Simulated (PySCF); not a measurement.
Br¹⁷⁺ (bromine, charge +17): Hartree-Fock from Schrödinger to Dirac-Coulomb-Breit

Occupied: 1s1/2, 2s1/2, 2p1/2, 2p3/2, 3s1/2, 3p1/2, 3p3/2. Hartree-Fock calculated with PySCF 2.14 in an even-tempered Gaussian basis (18 s from 0.72 bohr⁻², ratio 2.7; 13 p from 0.86 bohr⁻², ratio 2.7), Gaussian nucleus throughout. NR is non-relativistic, sf-X2C the spin-free one-electron X2C Hamiltonian, X2C adds the bare one-electron spin-orbit term, X2C-SNSO screens it by Boettger's factors, DC is four-component Dirac-Coulomb, and the Gaunt and Breit terms are added at first order (total energies over the DC spinors, levels after relaxing the spinors in that mean field). QED terms are absent. Levels marked empty are virtual spinors of this ion; the basis has s and p functions only, so 3d, which can lie below the n = 4 levels, is absent.

```
Hamiltonian  E (hartree)
         NR   -2421.6514
     sf-X2C   -2454.0138
        X2C   -2454.1814
   X2C-SNSO   -2454.1626
         DC   -2454.6172
   DC+Gaunt   -2453.2127
   DC+Breit   -2453.3438
```

```tsv
level (eV)	NR	sf-X2C	X2C	X2C-SNSO	DC	DC+Gaunt	DC+Breit
1s1/2	-13960.9	-14183.4	-14183.0	-14183.0	-14191.2	-14169.7	-14171.1
2s1/2	-2398.1	-2450.8	-2450.7	-2450.7	-2451.6	-2449.8	-2449.9
2p1/2	-2219.0	-2231.3	-2266.4	-2264.3	-2264.4	-2261.4	-2261.7
2p3/2	-2219.0	-2231.3	-2214.6	-2215.5	-2216.1	-2214.0	-2214.3
3s1/2	-784.30	-796.83	-796.80	-796.80	-796.96	-796.63	-796.66
3p1/2	-715.89	-719.62	-726.66	-726.25	-726.26	-725.68	-725.75
3p3/2	-715.89	-719.62	-716.24	-716.43	-716.54	-716.14	-716.22
4s1/2 (empty)	-343.29	-347.36	-347.36	-347.36	-347.40	-347.29	-347.31
4p1/2 (empty)	-321.27	-322.67	-324.76	-324.64	-324.65	-324.46	-324.49
4p3/2 (empty)	-321.27	-322.67	-321.67	-321.73	-321.76	-321.63	-321.66
```

**Question.** How large are the two-electron picture-change error of X2C and the Breit correction in the total energy?

**Answer.** X2C-1e lies 0.4357 hartree above Dirac-Coulomb; Gaunt adds 1.4045 and the full Breit term 1.2734 hartree.

| interval (eV) | X2C | X2C-SNSO | DC | DC+Gaunt | DC+Breit |
| --- | --- | --- | --- | --- | --- |
| 2p3/2 − 2p1/2 | 51.81 | 48.79 | 48.31 | 47.41 | 47.42 |
| 3p3/2 − 3p1/2 | 10.42 | 9.817 | 9.722 | 9.538 | 9.538 |
| 4p3/2 − 4p1/2 | 3.093 | 2.912 | 2.887 | 2.831 | 2.831 |

Weight of the small component: 1s1/2 0.0161, 2s1/2 0.00325, 2p1/2 0.00321, 2p3/2 0.00314, 3s1/2 0.00100, 3p1/2 0.000955, 3p3/2 0.000940, 4s1/2 0.000399, 4p1/2 0.000378, 4p3/2 0.000372.

Koopmans' value for the highest occupied level at DC+Breit: 716.22 eV, against an ionisation energy of 716.3 ± 2.3 eV (semi-empirical (NIST evaluation); NIST Atomic Spectra Database, ionization energies); the former lacks relaxation, correlation, QED and recoil.

The whole ladder took 56 s of wall time on 1 thread of Intel(R) Xeon(R) 6975P-C (shared host), launched as `OMP_NUM_THREADS=1 python relrun2.py TASK.json OUT` (a driver that calls PySCF for each Hamiltonian).

Dirac-Coulomb iterations, started from the X2C spinors:

```
with_ssss True, with_gaunt False, with_breit False
light speed = 137.03599967994
init E= -2451.84564315517
cycle= 1 E= -2454.61708137288  delta_E= -2.77  |g|= 0.368  |ddm|= 0.0438
cycle= 2 E= -2454.61716883943  delta_E= -8.75e-05  |g|= 0.00834  |ddm|= 0.00642
cycle= 3 E= -2454.61716944589  delta_E= -6.06e-07  |g|= 0.000726  |ddm|= 0.000821
cycle= 4 E= -2454.61716945102  delta_E= -5.13e-09  |g|= 4.16e-06  |ddm|= 6.84e-05
```
